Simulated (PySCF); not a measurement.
CF3NOSi, SMILES O=C=N[Si](F)(F)F.

Geometry: r2SCAN-D4/def2-SVP. The values are those of a single conformer.

Two levels are set side by side: PBE/def2-TZVP (PySCF) and PBE0/def2-TZVP (PySCF). Same geometry, gas phase. Differences are taken from unrounded values.

| quantity | PBE0 |
|---|---|
| orbital gap (eV) | 9.80 |
| highest occupied level (eV) | -9.94 |
| lowest empty level (eV) | -0.14 |
| dipole moment (D) | 0.32 |
| mean polarisability (bohr³) | 39.2 |

Task: What does PBE give, and how far is it from PBE0? (An estimate is asked for; the answer gives what the named calculation found.)

Result: 
```
quantity                       PBE  PBE minus PBE0
---------------------------  -----  --------------
orbital gap (eV)              7.26           -2.54
highest occupied level (eV)  -8.43            1.51
lowest empty level (eV)      -1.17           -1.03
dipole moment (D)             0.30           -0.02
mean polarisability (bohr³)   41.3             2.1
```

PBE's occupied levels lie high since its potential decays too fast outside the molecule; exact exchange lowers them and widens the gap. Loosely held outer electrons make PBE densities more polarisable. Differences between two approximate levels are no errors against the true value.

Rough cost on one machine, each run with all the roots and properties that it gave: PBE0 against PBE within a factor of 2.
